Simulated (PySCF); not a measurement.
Removing an electron from `C#C[Si@]([SiH3])(P)N([SiH3])[SiH3]`

Compound: C2H12NPSi4.
Structure used (PBE0-D3(BJ)/def2-SVP), in Å, numbered top down from 1:
```
atom  x, y, z in Å
C1     1.123   -3.032    0.868
C2     0.903   -1.849    0.678
Si3    0.600   -0.066    0.349
Si4    2.137    0.674   -1.258
P5     0.948    0.995    2.327
N6    -1.063    0.202   -0.136
Si7   -1.656   -0.556   -1.609
Si8   -2.222    1.010    0.911
H9     1.313   -4.076    1.043
H10    1.925    2.144   -1.451
H11    3.522    0.454   -0.738
H12    1.999   -0.008   -2.581
H13    1.336    2.230    1.721
H14    2.283    0.494    2.403
H15   -2.197    0.467   -2.554
H16   -2.740   -1.543   -1.315
H17   -0.505   -1.261   -2.246
H18   -1.701    2.339    1.351
H19   -2.568    0.205    2.119
H20   -3.458    1.212    0.093
```

Level: PBE0/def2-SVPD (PySCF). Frontier orbitals with their largest atomic shares (Löwdin; up to four atoms above 4 %):

```
orbital  ε (eV)                            main atoms
 HOMO−3   -8.51    C2 37 %, C1 35 %, P5 11 %, Si3 4 %
 HOMO−2   -8.32    C2 32 %, C1 32 %, P5 10 %, Si3 6 %
 HOMO−1   -7.73    N6 38 %, P5 16 %, Si7 7 %, Si8 7 %
   HOMO   -7.16                                     ?
   LUMO   -0.94   Si3 15 %, C2 13 %, C1 13 %, P5 12 %
 LUMO+1   -0.57  C1 23 %, C2 21 %, Si3 16 %, Si4 10 %
 LUMO+2   -0.03   P5 21 %, Si4 17 %, Si3 14 %, C2 7 %
```

**Question.** What vertical ionisation energy does ΔSCF give, and how far is −ε(HOMO) from it?

**Answer.** ΔSCF: 8.63 eV (833 kJ/mol; threshold wavelength 144 nm); ⟨S²⟩ of the doublet left behind is 0.759, against 0.75 for a pure doublet. −ε(HOMO) is 7.16 eV, 1.47 eV below it. In exact Kohn–Sham theory the two would be equal; PBE0 (global hybrid, 25 % exact exchange) falls short of its own ΔSCF value by 17 %.

**Question.** On which atoms does the HOMO lie?

**Answer.** P5 (three-coordinate phosphorus) 31 %, Si4 (SiH3 silicon) 15 %, Si3 (four-coordinate silicon) 14 %, N6 (nitrogen bridging silicon atoms) 10 %, so no atom holds as much as 40 %. The HOMO−1 lies 0.57 eV lower.

**Question.** With α = 168.4 au, estimate the like-pair dispersion coefficient by London's formula C6 = (3/4)α²I.

**Answer.** I = 0.3172 Eh, so C6 ≈ 6750 au, a rough estimate.

**Question.** What kinetic energy would electrons from this vertical process carry with 118.2 nm light (10.49 eV)?

**Answer.** 10.49 − 8.63 = 1.86 eV.

Geometry: PBE0-D3(BJ)/def2-SVP, one conformer, isolated molecule.
